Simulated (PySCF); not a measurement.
An unknown is described by computed data only.

Formula: C7H11F.

- Triplet: lowest triplet excitation (Tamm–Dancoff): 7.97 eV [TDA CAM-B3LYP/def2-SVPD]
- Valence photoelectron: vertical ionisation energy: 10.49 eV [ΔSCF CAM-B3LYP/def2-SVPD]
- Couplings: largest of the computed one-bond spin–spin couplings (means over like bonds): 19F–13C -265.8, 13C–1H +149.1, 13C–1H +140.8 (×2), 13C–1H +139.7 (×2), 13C–1H +138.5 (×2), 13C–1H +137.1 (×2), 13C–1H +136.7 (×2), 13C–13C +38.8 (×2) Hz [B3LYP/pcJ-1, spin–dipole term left out for some pairs]
- UV, first state: lowest singlet excitation: 8.16 eV (152 nm, f = 0.000) [TDDFT CAM-B3LYP/def2-SVPD]
- Polarisability: 75.7 au [CAM-B3LYP/def2-SVPD]
- Rotational structure: rotational constants A, B, C: 3.185, 2.180, 1.835 GHz [PBE0-D3(BJ)/def2-SVP]
- UV, strongest line: among the 10 lowest singlet transitions: S8 at 9.14 eV (136 nm, f = 0.043) [TDDFT CAM-B3LYP/def2-SVPD]
- 13C NMR: chemical shifts (computed TMS as zero) by class: 101.0 (1 C), 41.3 (1 C), 36.8 (1 C), 35.0 (2 C), 33.2 (2 C) ppm [GIAO KT3/pcSseg-1]

Electronic properties: PySCF, gas phase, density fitting. Levels stand in brackets. Isolated species at its PBE0-D3(BJ)/def2-SVP geometry, gas phase. NMR values are class means; diastereotopic atoms form classes of their own.

Question: Give a SMILES that accounts for the data.

Answer: Numbering: `[F:1][C@:2]12[CH2:3][CH2:4][C@H:5]([CH2:6][CH2:7]1)[CH2:8]2`. Its formula, C7H11F, gives 2 degrees of unsaturation: 2 rings and 0 π bonds in the structure found. 7 carbons fall into 5 classes; from least to most shielded: sp3 C–F carbon [C2] (101.0 ppm), ring CH2 carbon [C8] (41.3 ppm), sp3 carbon at a ring junction [C5] (36.8 ppm), ring CH2 carbon [C3/C7] (35.0 ppm, 2 C), ring CH2 carbon [C4/C6] (33.2 ppm, 2 C). The couplings run between: -265.8 Hz, alkyl fluorine [F1] and sp3 C–F carbon [C2]; +149.1 Hz, sp3 carbon at a ring junction [C5] and its hydrogen; +140.8 Hz, ring CH2 carbon [C8] and its hydrogen (with 1 like pair); +139.7 Hz, ring CH2 carbon [C3] and its hydrogen (with 1 like pair); +138.5 Hz, ring CH2 carbon [C4] and its hydrogen (with 1 like pair); +137.1 Hz, ring CH2 carbon [C3] and its hydrogen (with 1 like pair); +136.7 Hz, ring CH2 carbon [C4] and its hydrogen (with 1 like pair); +38.8 Hz, sp3 C–F carbon [C2] and ring CH2 carbon [C3] (with 1 like pair). The optimised geometry has point group Cs and is an asymmetric top. Structure: `[C@]12(F)C[C@@H](CC2)CC1` (1-fluorobicyclo[2.2.1]heptane). Computed isomers that give other values at the same levels: `C=C[C@H](F)/C=C/CC` (lowest singlet excitation: 6.76 eV (183 nm, f = 0.638)); `F[C@]12CCC[C@H](C1)C2` (rotational constant A: 3.384 GHz; this holds for the one conformer computed); `F[C@H]1CCC12CCC2` (smallest rotational constant: 1.481 GHz; this holds for the one conformer computed). The assignments are read from this structure; whether some other isomer fits the data as well wasn't checked.
